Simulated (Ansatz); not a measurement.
A nudged elastic band was laid between two geometries of H2Se + H4OSi (9 atoms, charge 0, multiplicity 1).

Computed with UKS PBE-D4/def2-SVP in Ansatz 0.2.0.

```json
{"movable images": "7", "climbing image": "yes", "spring": "5.0 eV/Å²", "optimiser": "quadratic models (default)", "start path": "through a guess of the saddle point", "force threshold": "0.03 eV/Å", "iteration limit": "60", "end points": "relaxed"}
```

Image 0:

```xyz
9
Properties=species:S:1:pos:R:3
Si -1.106 -0.894 0.354
H -0.145 -1.590 -0.586
H -2.456 -1.535 0.223
H -0.586 -1.126 1.754
O -1.307 0.728 -0.012
H 2.217 0.178 0.061
Se 1.997 1.628 -0.172
H -0.459 1.227 0.006
H 1.845 1.385 -1.628
```

Image 8:

```xyz
9
Properties=species:S:1:pos:R:3
Si -0.628 0.178 0.251
H 1.554 -2.799 -0.099
H -0.993 -0.837 -0.785
H -0.385 -0.453 1.596
O -1.908 1.263 0.242
H 1.729 -2.059 -0.224
Se 1.408 1.158 -0.204
H -1.787 2.042 0.815
H 1.010 1.508 -1.592
```

Problem. Which bonds break or form, and what moves?

Solution. Bonds broken: Si1–H2, H6–Se7. Bonds formed: Si1–Se7, H2–H6. H2Se + H4OSi becomes H2 + H4OSeSi.

Problem. What energy profile does the band end with?

Solution. The forces met the threshold. The highest image is number 4 of 0 to 8, 142.5 kJ/mol above the first end and 174.7 kJ/mol above the last; the last end lies 32.2 kJ/mol below the first. A vibrational analysis at the climbing image gives one clearly imaginary mode, 894i cm⁻¹: a first-order saddle point. The orbitals stay closed-shell, which can raise the energy where a bond breaks towards radicals; this wasn't checked here.

```tsv
image	path coordinate (Å)	energy (kJ/mol)	Si1–H2 (Å)	H6–Se7 (Å)	Si1–Se7 (Å)
0	0.00	0.0	1.51	1.48	4.03
1	0.65	1.6	1.52	1.49	3.80
2	1.31	11.3	1.52	1.49	3.53
3	1.96	60.1	1.56	1.56	3.11
4	2.61	142.5	1.76	1.92	2.74
5	3.46	56.0	2.28	2.34	2.43
6	4.30	-9.6	2.86	2.66	2.33
7	5.15	-30.3	3.46	3.02	2.31
8	5.99	-32.2	3.71	3.23	2.30
```

Problem. What is the geometry of the highest image?

Solution. 
```xyz
9
Properties=species:S:1:pos:R:3:forces:R:3
Si -0.584 -0.508 0.314 0.01 -0.01 0.00
H 0.651 -1.480 -0.487 0.00 0.00 0.00
H -1.506 -1.569 -0.225 0.00 0.00 0.00
H -0.150 -0.836 1.709 0.00 0.00 0.00
O -1.529 0.824 -0.056 -0.01 0.01 -0.01
H 1.165 -0.688 -0.342 0.00 0.00 0.00
Se 1.630 1.105 0.167 0.00 0.00 0.00
H -1.052 1.651 0.163 0.00 0.00 0.00
H 1.375 1.501 -1.243 0.00 0.00 0.00
```

Problem. What are the harmonic wavenumbers there?

Solution. 894i, 170, 210, 267, 328, 458, 583, 665, 732, 791, 850, 911, 920, 998, 1047, 1337, 2096, 2149, 2192, 2348, 3666 cm⁻¹.

Run time: 5.3 min on 2 threads of Arm Neoverse V1, with other jobs on the host, peak memory 0.16 GiB.
